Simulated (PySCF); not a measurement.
## Structure elucidation problem

Molecular formula: C5H7F3OSi. Simulated spectra:

1H NMR (600 MHz, computed): δ 6.21 (m, 1H), 4.28 (s, 3H), 2.47 (s, 3H).

13C{1H} NMR (computed): δ 210.2 (C), 163.2 (C), 133.7 (CH), 131.0 (C), 32.9 (CH3).

Calculated, not measured (PySCF 2.14.0 with density-fitted response routines): σ from GIAO-PBE0/pcSseg-1, geometry: GFN2-xTB. Isolated molecule, a single conformation, non-relativistic Hamiltonian, rapidly exchanging positions averaged.

Referencing at the same level of theory: TMS for 1H and 13C.

Which candidate is it?
A. CC(=O)/C([SiH3])=C\C(F)(F)F
B. CO[Si@@H]1CC(C(F)F)=C1F
C. O=C/C([SiH3])=C\C(F)(F)CF
D. C[SiH2]/C(C=O)=C/C(F)(F)F
E. C=C1[C@@H](O[SiH2]F)[C@H]1C(F)F

Answers

A. 

1. Rings plus π bonds: 2 (no ring in the answer).
2. 5 carbon signals for 5 carbons: no two carbons are equivalent.
3. Carbon types of the structure: 3 × C, 1 × CH, 1 × CH3, leaving 3 H on heteroatoms.
4. δC 210.2: ketone carbonyl carbon; low-lying n→π* states of the double bond to the heteroatom give a large paramagnetic term (-272 ppm).
5. δC 163.2: α carbon of a C=C–C=O unit; as expected for a trigonal carbon in a double bond.
6. δC 133.7: β carbon of a C=C–C=O unit; conjugation with the carbonyl draws π density from the β position.
7. δC 131.0: CF3 carbon; 3 electronegative neighbours deshield it.
8. δC 32.9: methyl carbon α to a carbonyl; the adjacent C=O deshields it moderately.

The others: C[SiH2]/C(C=O)=C/C(F)(F)F would give 4 signals for carbon-bound and other non-exchanging H, not 3; O=C/C([SiH3])=C\C(F)(F)CF would give 4 signals for carbon-bound and other non-exchanging H, not 3; CO[Si@@H]1CC(C(F)F)=C1F would give 5 signals for carbon-bound and other non-exchanging H, not 3; C=C1[C@@H](O[SiH2]F)[C@H]1C(F)F would give 7 signals for carbon-bound and other non-exchanging H, not 3.

Splittings by 19F in the carbon and heteronuclear signals aren't shown, as no couplings were computed. Shifts are as computed. Against solution values, carbons near 30 ppm lie about +3 ppm off and those near 130 ppm about +5 ppm. Of 1211 compounds with measured shifts, 218 miss one by over three times the rms of a fit or turn the order of signals round; such compounds aren't used in these exercises. Multiplicities follow the n + 1 count of equivalent neighbours, as no J values were calculated; m marks all less simple cases, F and P coupling included.
